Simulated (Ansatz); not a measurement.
Gas-phase electronic energies from Ansatz, PBE0-D4/def2-TZVP geometries. CCSD(T)/CBS is the MP2 limit (def2-TZVPP, def2-QZVPP) plus CCSD(T) − MP2 in def2-TZVPP, frozen cores. Functionals use def2-TZVPP. Each species was taken in one conformer, which may not be the lowest.

Reaction (redistribution): `C[SiH2][AlH][F]` + `[CH3][AlH][NH][SiH2]Cl` → `C[SiH2]N[SiH2]Cl` + `[CH3][AlH][AlH][F]`

`C[SiH2][AlH][F]`:

Z-matrix (Å, degrees):
```
C
Si 1 1.882
H 1 1.092 2 110.6
H 1 1.092 2 111.0 3 -120.0
H 1 1.092 2 111.0 3 120.0
Al 2 2.453 1 113.1 3 -179.7
H 2 1.493 1 109.7 3 58.4
H 2 1.493 1 109.6 3 -58.0
F 6 1.655 2 117.3 1 -177.8
H 6 1.586 2 127.4 1 2.4
```

`[CH3][AlH][NH][SiH2]Cl`:

Z-matrix (Å, degrees):
```
C
Al 1 1.945
H 1 1.095 2 110.9
H 1 1.095 2 110.7 3 -117.8
H 1 1.093 2 113.1 3 121.2
N 2 1.795 1 119.6 3 -122.0
H 2 1.582 1 124.7 3 57.3
Si 6 1.706 2 128.5 1 -177.3
H 6 1.013 2 116.8 1 -2.1
Cl 8 2.069 6 112.5 2 101.9
H 8 1.479 6 108.5 2 -16.2
H 8 1.482 6 112.0 2 -140.2
```

`C[SiH2]N[SiH2]Cl`:

Cartesian coordinates in Å:
```
C -2.066 0.069 0.230
Si -0.621 -0.660 -0.694
N 0.857 -0.640 0.222
Si 2.087 0.540 0.166
Cl 1.624 2.246 1.244
H -2.968 0.050 -0.387
H -1.860 1.105 0.508
H -2.273 -0.493 1.144
H -0.930 -2.067 -1.068
H -0.340 0.132 -1.920
H 0.894 -1.265 1.017
H 3.325 -0.001 0.770
H 2.273 0.984 -1.231
```

`[CH3][AlH][AlH][F]`:

Z-matrix (Å, degrees):
```
C
Al 1 1.958
H 1 1.095 2 110.4
H 1 1.096 2 109.5 3 116.6
H 1 1.091 2 114.4 3 -122.3
Al 2 2.599 1 123.6 3 129.2
H 2 1.598 1 117.1 3 -51.4
F 6 1.662 2 115.8 1 -86.5
H 6 1.593 2 130.4 1 93.6
```

```json
{"level": "PBE-D4", "ΔE (kcal/mol)": "11.9", "difference from CCSD(T)/CBS": "0.5"}
{"level": "r2SCAN-D4", "ΔE (kcal/mol)": "12.9", "difference from CCSD(T)/CBS": "1.5"}
{"level": "ωB97X-V", "ΔE (kcal/mol)": "11.2", "difference from CCSD(T)/CBS": "-0.2"}
{"level": "ωB97M-V", "ΔE (kcal/mol)": "12.3", "difference from CCSD(T)/CBS": "0.9"}
{"level": "B2PLYP", "ΔE (kcal/mol)": "12.2", "difference from CCSD(T)/CBS": "0.8"}
{"level": "PBE", "ΔE (kcal/mol)": "12.3", "difference from CCSD(T)/CBS": "0.9"}
{"level": "PBE0", "ΔE (kcal/mol)": "11.6", "difference from CCSD(T)/CBS": "0.2"}
{"level": "HF/def2-TZVPP", "ΔE (kcal/mol)": "9.4", "difference from CCSD(T)/CBS": "-2.0"}
{"level": "MP2/def2-TZVPP", "ΔE (kcal/mol)": "12.1", "difference from CCSD(T)/CBS": "0.7"}
{"level": "CCSD/def2-TZVPP", "ΔE (kcal/mol)": "11.2", "difference from CCSD(T)/CBS": "-0.2"}
{"level": "HF/def2-QZVPP", "ΔE (kcal/mol)": "9.3", "difference from CCSD(T)/CBS": "-2.1"}
{"level": "MP2/def2-QZVPP", "ΔE (kcal/mol)": "11.9", "difference from CCSD(T)/CBS": "0.5"}
{"level": "SCS-MP2/def2-QZVPP", "ΔE (kcal/mol)": "11.3", "difference from CCSD(T)/CBS": "-0.1"}
{"level": "HF/CBS(def2)", "ΔE (kcal/mol)": "9.3", "difference from CCSD(T)/CBS": "-2.1"}
{"level": "MP2/CBS(def2)", "ΔE (kcal/mol)": "11.9", "difference from CCSD(T)/CBS": "0.5"}
{"level": "CCSD/CBS(def2)", "ΔE (kcal/mol)": "11.0", "difference from CCSD(T)/CBS": "-0.4"}
{"level": "CCSD(T)/CBS", "ΔE (kcal/mol)": "11.4", "difference from CCSD(T)/CBS": "0"}
```

Largest T1 diagnostic among the species: 0.012.

In def2-TZVPP, CCSD(T) changes the Hartree–Fock value by +2.2 kcal/mol (the triples alone add +0.4 kcal/mol) and MP2 by +2.7 kcal/mol.
